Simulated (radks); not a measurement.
Results of a calculation; reference values are marked as such.
Fractional charge and spin in the 3p shell of copper: the spin-up occupation runs from 2 to 3 and the spin-down occupation from 2 to 3; the fullest corner is Cu2+, [Ne] 3s2 3d(up 4.5, down 4.5) 3p(up 3, down 3). Code: a radial shooting solver on a logarithmic mesh with Libxc functionals. Model: non-relativistic Kohn-Sham, PBE, spin-polarised, spherical densities, point nucleus. Energy (eV) minus the two flat planes that join the four corners (they meet along the diagonal where the two added fractions sum to one electron); zero is where a piecewise linear energy would lie.

down \ up,2,2.25,2.5,2.75,3
2,0.000,-2.150,-2.848,-2.121,0.000
2.25,-2.150,-2.750,-1.927,0.288,-1.942
2.5,-2.848,-1.927,0.384,-1.751,-2.563
2.75,-2.121,0.288,-1.751,-2.469,-1.902
3,0.000,-1.942,-2.563,-1.902,0.000

Corners above the fullest one (they belong to Cu3+ and the next ion): (up 3, down 2) 106.63 eV, (up 2, down 3) 106.63 eV, (up 2, down 2) 236.48 eV. With half an added electron in each spin the energy lies 0.384 eV from the planes, and with half an added electron in spin up alone -2.848 eV. The planes are only a guide here: the flat-plane condition holds for ground states with one frontier orbital, while this shell lies below other occupied shells, so the corners above the fullest one are inner-hole states and not the ground states of those ions.
